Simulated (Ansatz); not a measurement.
The same hydrogenolysis along the group B, Al, Ga, In.

Program: Ansatz. Geometries: PBE0-D4/def2-TZVP. ΔE: electronic, gas phase. CCSD(T)/CBS adds triple-zeta CCSD(T) − MP2 to the extrapolated MP2 energy (def2 sets, frozen cores). This one scheme is used for every species. DFT in def2-TZVPP. def2 core potentials past Kr. For Ga, In outer-core shells are correlated without core-valence functions, which leaves a few kJ/mol of doubt a bond. Scalar relativity is left out up to krypton. One conformer a species, not always the lowest.

```
                                       reaction  PBE-D4 (kJ/mol)
                 `CSB(F)F` + H₂ → `FBF` + CH₃SH               52
`C[S][Al]([F])[F]` + H₂ → `[F][AlH][F]` + CH₃SH               84
`C[S][Ga]([F])[F]` + H₂ → `[F][GaH][F]` + CH₃SH               62
`C[S][In]([F])[F]` + H₂ → `[F][InH][F]` + CH₃SH               56
```

**Question.** Give the CCSD(T)/CBS values in the same order. (Estimate.)

**Answer.** The calculation gave: 42, 82, 61, 56 kJ/mol.

Largest T1 diagnostic: 0.017, for `[F][InH][F]`.
